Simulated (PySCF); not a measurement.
Dipole response of Te⁻ (tellurium, charge -1)

[Kr] 4d10 5s2 5p5, 2P determinant. Calculation: PySCF 2.14, in def2-TZVPPD with the def2 core potential (28 electrons) (7s6p4d2f, 59 functions); a scalar-relativistic core potential. Coupled (time-dependent) response in atomic units; α is the mean over directions.

| method | mean α (bohr³) | α xx, yy, zz | C₆ (like pair) | S(−4) |
| --- | --- | --- | --- | --- |
| UHF | 77.74 | 64.56, 84.32, 84.32 | 1185 | 1489 |
| PBE0 | 87.01 | 71.50, 94.77, 94.77 | 1371 | 1973 |
| r2SCAN0 | 85.41 | 70.06, 93.09, 93.09 | 1368 | 1805 |

S(−4) is the Cauchy moment in α(ω) = α(0) + S(−4) ω² + …

Spin-orbit coupling is absent.

α(iu) at r2SCAN0:

| u (hartree) | α(iu) (bohr³) |
| --- | --- |
| 0 | 85.41 |
| 0.0500 | 81.21 |
| 0.100 | 71.34 |
| 0.200 | 50.10 |
| 0.300 | 35.02 |
| 0.500 | 19.23 |
| 0.750 | 11.01 |
| 1.00 | 7.230 |
| 1.50 | 3.963 |
| 2.00 | 2.598 |
| 3.00 | 1.439 |
| 5.00 | 0.6652 |

For an ion, C₆ is the dispersion term alone; charge-induced terms of lower order in 1/R come first.

The components differ because the open shell of this determinant is not spherical; for a pure term their mean is the scalar polarisability.

Energies and moments cover only the electrons outside the core potential.
